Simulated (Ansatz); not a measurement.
Wavefunction ladder for `O[SiH2]C(O)(F)F`

```xyz
10

O    -1.670   -0.233   -1.215
Si   -0.577    0.787   -0.547
C     0.695   -0.204    0.507
O     0.134   -0.788    1.586
F     1.294   -1.164   -0.282
F     1.731    0.606    0.894
H    -1.345   -0.935   -1.782
H    -1.317    1.715    0.331
H     0.242    1.501   -1.557
H     0.813   -1.285    2.065
```

Charge 0, multiplicity 1. The structure was optimised at the PBE0-D4/def2-TZVP level. It is one conformer, not always the lowest. Frozen core, restricted reference, Ansatz 0.2.0. CBS rows extrapolate triple and quadruple zeta; past MP2 they add the triple-zeta difference.

```json
{"basis": "def2-SVP", "HF (Eh)": "-677.37630", "MP2 corr.": "-0.96458"}
{"basis": "def2-TZVPP", "HF (Eh)": "-677.97180", "MP2 corr.": "-1.25612"}
{"basis": "def2-QZVPP", "HF (Eh)": "-677.99843", "MP2 corr.": "-1.36505"}
```

Problem. Estimate the CCSD correlation energy and the (T) correction in each basis where they were run (hartree).

Solution. 
```tsv
basis	CCSD corr.	(T)
def2-SVP	-0.99934	-0.02127
def2-TZVPP	-1.27906	-0.04343
CBS(def2)	-1.46868	as TZ
```
